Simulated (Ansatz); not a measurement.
One change: `N[SiH](F)[Si](N)(O)O` becomes `N[Si](O)(O)[TeH]`.

Ansatz, PBE0-D4/def2-TZVP geometries, multiplicity 1. Each molecule was computed in one conformer, which needn't be the lowest.

Elements past krypton have def2 core potentials.

| property | `N[SiH](F)[Si](N)(O)O` |
| --- | --- |
| HOMO energy (PBE0/def2-TZVPP) / eV | -7.19 |
| HOMO energy (B3LYP/def2-TZVPP) / eV | -6.99 |
| size of the dipole moment (PBE/def2-TZVPP) / D | 1.26 |
| HOMO energy (ωB97M-V/def2-TZVPP) / eV | -9.37 |
| size of the dipole moment (ωB97M-V/def2-TZVPP) / D | 1.24 |
| HOMO–LUMO gap (ωB97M-V/def2-TZVPP) / eV | 11.30 |

Problem. What does the change do to each property? (Best estimate.)

Solution. Computed: 
```json
{"property": "HOMO energy (PBE0/def2-TZVPP) / eV", "`N[Si](O)(O)[TeH]`": "-6.32", "shift": "0.87"}
{"property": "HOMO energy (B3LYP/def2-TZVPP) / eV", "`N[Si](O)(O)[TeH]`": "-6.10", "shift": "0.89"}
{"property": "size of the dipole moment (PBE/def2-TZVPP) / D", "`N[Si](O)(O)[TeH]`": "1.64", "shift": "0.38"}
{"property": "HOMO energy (ωB97M-V/def2-TZVPP) / eV", "`N[Si](O)(O)[TeH]`": "-8.41", "shift": "0.96"}
{"property": "size of the dipole moment (ωB97M-V/def2-TZVPP) / D", "`N[Si](O)(O)[TeH]`": "1.63", "shift": "0.39"}
{"property": "HOMO–LUMO gap (ωB97M-V/def2-TZVPP) / eV", "`N[Si](O)(O)[TeH]`": "10.08", "shift": "-1.22"}
```

With PBE0 the HOMO rises by 0.87 eV and the LUMO falls by 0.48 eV, so the gap narrows by about 1.35 eV. PBE moves the HOMO by 0.60 eV and ωB97M-V by 0.96 eV. Dipoles are sizes alone; their direction can turn.

B3LYP here is the variant with VWN-RPA as its local correlation; programs differ in this.

Spin–orbit coupling is left out; it splits and shifts lone-pair levels of the heavy atoms by tenths of an eV.
